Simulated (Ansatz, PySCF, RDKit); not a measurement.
C2H2 (SMILES C#C) and CH3Br (SMILES CBr) are pulled apart as rigid monomers along the line of their centres of mass, from the B3LYP-D3(BJ)/def2-TZVP minimum. Starting geometry (charge 0, multiplicity 1):
```xyz
9

C     -0.04807     0.49295     0.17416
C     -0.00730    -0.26668    -0.75058
H     -0.08615     1.15266     1.00907
H      0.02993    -0.93229    -1.57819
C     -0.40020    -1.20312     3.35896
Br    -0.35026     0.67656     3.91352
H     -0.30322    -1.22605     2.27902
H     -1.35179    -1.61052     3.68113
H      0.42936    -1.70567     3.84331
```

Interaction energies with rigid monomers; basis-set methods are counterpoise corrected unless marked otherwise.

Rows in 3-21G, 6-31G* carry no dispersion term and start afresh at each structure (6-31G* with six Cartesian d functions); the Pople sets are all-electron and without relativity. MP2/6-31G* freezes PySCF's default core, which leaves 3d correlated.

Run with Ansatz (a program for electronic structure) with Gaussian orbitals; PySCF for 3-21G rows, 6-31G* rows, the dispersion terms; RDKit for the force fields. Values without a source in brackets are computed.

```json
[
 {"C1···H7 (Å)": "2.54", "UFF (kcal/mol)": "2.12", "PBE/def2-TZVPPD (kcal/mol)": "-0.81", "PBE-D4/def2-TZVPPD (kcal/mol)": "-2.08", "B3LYP/3-21G (no counterpoise) (kcal/mol)": "-2.21", "MP2/6-31G* (no counterpoise) (kcal/mol)": "-1.50"},
 {"C1···H7 (Å)": "2.73", "UFF (kcal/mol)": "___", "PBE/def2-TZVPPD (kcal/mol)": "___", "PBE-D4/def2-TZVPPD (kcal/mol)": "-2.55", "B3LYP/3-21G (no counterpoise) (kcal/mol)": "-2.67", "MP2/6-31G* (no counterpoise) (kcal/mol)": "-2.29"},
 {"C1···H7 (Å)": "3.04", "UFF (kcal/mol)": "-0.76", "PBE/def2-TZVPPD (kcal/mol)": "-1.41", "PBE-D4/def2-TZVPPD (kcal/mol)": "-2.15", "B3LYP/3-21G (no counterpoise) (kcal/mol)": "-2.05", "MP2/6-31G* (no counterpoise) (kcal/mol)": "-2.01"},
 {"C1···H7 (Å)": "3.61", "UFF (kcal/mol)": "-0.47", "PBE/def2-TZVPPD (kcal/mol)": "-0.79", "PBE-D4/def2-TZVPPD (kcal/mol)": "-1.16", "B3LYP/3-21G (no counterpoise) (kcal/mol)": "-0.82", "MP2/6-31G* (no counterpoise) (kcal/mol)": "-1.03"},
 {"C1···H7 (Å)": "4.58", "UFF (kcal/mol)": "-0.16", "PBE/def2-TZVPPD (kcal/mol)": "-0.26", "PBE-D4/def2-TZVPPD (kcal/mol)": "-0.38", "B3LYP/3-21G (no counterpoise) (kcal/mol)": "-0.19", "MP2/6-31G* (no counterpoise) (kcal/mol)": "-0.31"}
]
```

Q: Some entries are withheld; supply them.

A: 
- 2.73, UFF (kcal/mol): -0.21
- 2.73, PBE/def2-TZVPPD (kcal/mol): -1.51
